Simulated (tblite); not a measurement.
Compound: C₅HF₃O₃.
Z-matrix (Å and degrees, GFN2-xTB geometry), rows numbered from 1:
```
O 
C   1  1.1883
C   2  1.4876  1  136.96
F   3  1.3121  2  133.12  1    -0.15
C   3  1.3666  2   94.56  1  -179.88
O   5  1.3332  3  132.45  2   179.59
C   6  1.3839  5  117.60  3   173.49
F   7  1.3305  6  107.07  5   159.47
F   7  1.3433  6  109.62  5   -84.39
C   5  1.4970  3   92.40  2     0.24
O  10  1.1931  2  138.06  1     0.97
H   7  1.1032  6  114.21  5    37.70
```

Computed values, GFN2-xTB/tblite, gas phase, harmonic and unscaled. Against measured fundamentals such values can be off by several per cent, at times by over 20. One conformer, not necessarily the lowest.

Harmonic wavenumbers (cm⁻¹): 26.5, 56.6, 80.9, 107.0, 200.9, 235.2, 302.2, 321.6, 383.6, 469.9, 495.8, 523.2, 554.0, 606.4, 712.3, 732.9, 743.8, 893.3, 937.6, 1031.7, 1058.6, 1103.7, 1178.8, 1254.7, 1270.1, 1308.9, 1654.3, 1829.4, 1921.0, 2901.1.

A = 1997, B = 689.1, C = 551.6 MHz; mass 165.988 u (most abundant isotopes); point group C1, symmetry number 1.

Question: Zero-point energy?

Answer: Half the sum of the wavenumbers: 12448 cm⁻¹ = 35.59 kcal/mol.

Question: What is S at 200 K and 1 bar for an ideal gas of classical rigid rotors and harmonic oscillators?

Answer: Translation 39.27, rotation 29.24, vibration 20.70: S = 89.2 cal/(mol K).

Question: And Cp and H(200 K) − H(0)?

Answer: Cp = 27.45 cal/(mol K), of which vibrations give 19.50 (their classical limit is 30 R = 59.6); H(200 K) − H(0) = 3.67 kcal/mol without the zero-point energy, 2.08 from vibrations.

Question: Blend soft modes into free rotors: weight 1/[1 + (100 cm⁻¹/ν̃)⁴] for the oscillator and the rest for a rotor with moment μB/(μ + B), μ = h/(8π²ν), B = 10⁻⁴⁴ kg m². What vibrational entropy results?

Answer: 18.19 cal/(mol K) in place of 20.70, which changes −T·S at 200 K by +0.50 kcal/mol.

Question: How do the functions run with temperature in this model?

Answer: 
| T (K) | S (cal/(mol K)) | Cp (cal/(mol K)) | H − H(0) (kcal/mol) | G − H(0) (kcal/mol) | ln q(vib) |
| --- | --- | --- | --- | --- | --- |
| 100 | 73.6 | 18.6 | 1.36 | -6.00 | 2.47 |
| 300 | 101.9 | 35.3 | 6.82 | -23.74 | 7.73 |
| 500 | 122.8 | 46.7 | 15.11 | -46.29 | 12.45 |
| 800 | 147.0 | 55.8 | 30.67 | -86.94 | 18.67 |
| 1000 | 159.9 | 59.1 | 42.19 | -117.66 | 22.30 |

q(vib) and H(0) count from the zero-point level.

Question: Which modes carry the vibrational entropy at 200 K?

Answer: 26.5 cm⁻¹: 5.28; 56.6 cm⁻¹: 3.79; 80.9 cm⁻¹: 3.09; 107.0 cm⁻¹: 2.56; 200.9 cm⁻¹: 1.42; 235.2 cm⁻¹: 1.16 cal/(mol K); the other 24 give 3.40 together.

Hindered rotation and anharmonicity are outside this model. Other conformers, if any are populated, would add a mixing term that is left out. The structure is chiral; the term R ln 2 for an equal mix with its mirror image is left out.

On Arm Neoverse N1, one thread (shared host), this took 0.62 s of wall time. This covers the Hessian and the dipole derivatives.
